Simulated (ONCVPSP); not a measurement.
## rubidium (Rb): one change to an ONCV potential, before and after

* Element: rubidium
* Generator: ONCVPSP 4.0.1
* Type: optimised norm-conserving Vanderbilt (ONCV)
* Functional: LDA (Perdew-Zunger)
* Relativity: scalar-relativistic
* Frozen core: [Ar] 3d10
* Valence charge: 9
* Reference configuration: 4s2 4p6 5s1
* Partial waves: 4s+5s: rc 1.95 bohr, ncon 4, nbas 7, qcut 5.9 1/bohr, 3 projectors, debl 3.8 Ha; 4p: rc 2.30 bohr, ncon 4, nbas 8, qcut 7.2 1/bohr, 2 projectors, debl 1.4 Ha; d scattering state at 0.3 Ha: rc 1.75 bohr, ncon 4, nbas 7, qcut 4.8 1/bohr, local
* Local potential: the d channel
* Core correction: polynomial model core, fcfact 0.75

Change: p: rc 1.8.

Cutoffs: the cutoffs (Ha) at which the residual kinetic energy of the hardest occupied pseudo-wave falls to 1 and 0.1 mHa per electron; they do not see the model core or the augmentation charge, which bear on the density cutoff. Errors are all-electron minus pseudo energies relative to the spin-unpolarised reference configuration.

Q: How do hardness, ghosts and transferability respond?

A: The potential gets harder (13 Ha and 15 Ha → 16 Ha and 20 Ha); the lowest positive-energy flag moves from p at 14.0 eV to none; of the 4 tests that both files solve, the error grows in 0 and shrinks in 2 by more than 15 % and 0.3 meV (median size 2.7 → 0.1 meV); neither file shows a bound ghost. A smaller radius makes the pseudo-wave follow the all-electron one further in, where it bends more sharply, so more plane waves are needed.

| quantity | base | changed |
| --- | --- | --- |
| cutoff, loose | 13 Ha | 16 Ha |
| cutoff, tight | 15 Ha | 20 Ha |
| loose cutoff by channel | s 13 Ha, p 6.9 Ha | s 13 Ha, p 16 Ha |
| bound ghosts | none | none |
| GHOST(+) flags under 300 eV | p at 14.0 eV | none |
| error for 4s2 4p6 5s0, meV [ΔE 4.28 eV] | -0.1 | -0.2 |
| error for 4s2 4p6 5s0.5, meV [ΔE 1.66 eV] | 0.0 | -0.1 |
| error for 4s2 4p6 5s0 5p1, meV [ΔE 1.62 eV] | +5.4 | 0.0 |
| error for 4s2 4p5 5s1, meV [ΔE 21.24 eV] | -13 | -4.3 |
| s: phases at 1.97 bohr within 0.05 rad from the reference energy up to (Ha; the scan ends near 5) | to the end of the scan | to the end of the scan |
| d: phases at 1.77 bohr within 0.05 rad from the reference energy up to (Ha; the scan ends near 5) | to the end of the scan | to the end of the scan |
| rms error of d²Exc/dni dnj with the model core, mHa | 0.29 | 0.35 |
